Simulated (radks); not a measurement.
Excited configurations of Kr2+: one electron is placed in a higher orbital outside [Ar] 3d10 4s2 4p3. The ground configuration is [Ar] 3d10 4s2 4p4. Method: scalar-relativistic Kohn-Sham, PBE, spin-polarised, spherical densities, finite nucleus; open shells are filled with parallel spins first; Fermi nuclear charge, rms radius 4.1884 fm; computed with a radial shooting solver on a logarithmic mesh with Libxc functionals. Excitation = E - E(ground); binding = E(ion) - E, where the ion is the core of charge +3; n* = 3/sqrt(2 binding) in atomic units, and the quantum defect is n - n*.

4f: excitation (eV) 27.018; binding (eV) 8.378; n* 3.823; quantum defect 0.177; <r> (bohr) 5.265
5s: excitation (eV) 17.379; binding (eV) 18.017; n* 2.607; quantum defect 2.393; <r> (bohr) 3.571
5d: excitation (eV) 25.876; binding (eV) 9.520; n* 3.586; quantum defect 1.414; <r> (bohr) 5.768
5f: excitation (eV) 29.701; binding (eV) 5.696; n* 4.637; quantum defect 0.363; <r> (bohr) 9.065
6d: excitation (eV) 29.423; binding (eV) 5.973; n* 4.528; quantum defect 1.472; <r> (bohr) 9.752
7s: excitation (eV) 29.377; binding (eV) 6.019; n* 4.510; quantum defect 2.490; <r> (bohr) 10.59
7d: excitation (eV) 31.278; binding (eV) 4.119; n* 5.453; quantum defect 1.547; <r> (bohr) 14.61
7f: excitation (eV) 32.440; binding (eV) 2.956; n* 6.436; quantum defect 0.564; <r> (bohr) 19.68

The Delta-SCF ionisation energy is 35.396 eV (NIST Atomic Spectra Database: 35.84 eV, measured). Self-interaction in the functional shifts the binding energies and quantum defects, so they are the method's values and not measured ones. Open shells are spherical and high-spin; term and fine-structure splittings are not resolved.
